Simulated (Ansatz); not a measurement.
Method: Ansatz (a quantum-chemistry and plane-wave program) with frozen-core CCSD(T)/cc-pVTZ // B3LYP-D3(BJ)/def2-TZVP.

Ansatz 0.2 input:
```yaml
crystal:
  periodic: [false, false, false]
  atoms:
    - { symbol: O, position_ang: [-1.454835, 1.08154, -0.488279] }
    - { symbol: C, position_ang: [-1.087246, -0.126618, 0.193817] }
    - { symbol: Si, position_ang: [0.68037, -0.621117, -0.233502] }
    - { symbol: O, position_ang: [1.643544, 0.71836, -0.035452] }
    - { symbol: H, position_ang: [-0.735522, 1.716219, -0.387985] }
    - { symbol: H, position_ang: [-1.218183, -0.019697, 1.280205] }
    - { symbol: H, position_ang: [-1.794327, -0.894469, -0.129472] }
    - { symbol: H, position_ang: [0.787037, -0.990224, -1.659055] }
    - { symbol: H, position_ang: [1.137696, -1.737037, 0.635597] }
    - { symbol: H, position_ang: [2.041463, 0.873041, 0.824127] }
basis:
  gaussian: { orbitals: cc-pVTZ }
correlation:
  method: ccsd_t
```

Output:

```
Functional definition: HF
1197 factors; integrals over basis functions are off by at most 1.2e-3 eV
mean field evaluation 1: about -13061.1347 eV, gradient 4.4e1 eV
mean field evaluation 2: about -13061.3540 eV, gradient 4.5e1 eV
mean field evaluation 4: about -13065.2104 eV, gradient 3.6e0 eV
mean field evaluation 8: about -13065.2589 eV, gradient 2.0e-1 eV
mean field evaluation 16: about -13063.7678 eV, gradient 2.8e1 eV
mean field -13065.25908056 eV, -480.1394152599 hartree, gradient 1.3e-6 eV, S^2 0.000000; 0 other end points of the search recorded, 0 dependent functions left out
8 core orbitals not correlated
reference -13065.25908056 eV, -480.1394152599 hartree; 13, 13 occupied and 187, 187 virtual orbitals, 1197 factors
second order -21.36811434 eV of doubles, -0.00000000 eV of singles
cycle   1  -21.63239582 eV  change   -2.6e-1 eV  update   9.3e-2
cycle   2  -22.13785919 eV  change   -5.1e-1 eV  update   2.7e-2
cycle   3  -22.24428383 eV  change   -1.1e-1 eV  update   1.3e-2
cycle   4  -22.23236971 eV  change    1.2e-2 eV  update   2.8e-3
cycle   5  -22.23230787 eV  change    6.2e-5 eV  update   1.4e-3
cycle   6  -22.23303013 eV  change   -7.2e-4 eV  update   4.3e-4
cycle   7  -22.23280102 eV  change    2.3e-4 eV  update   2.0e-4
cycle   8  -22.23272805 eV  change    7.3e-5 eV  update   7.0e-5
cycle   9  -22.23275588 eV  change   -2.8e-5 eV  update   2.9e-5
perturbative correction -0.78780701 eV, -0.0289513735 hartree
Total energy: -13088.27964345 eV, -480.9854053422 hartree
```

Cost: very roughly 60 core-seconds.
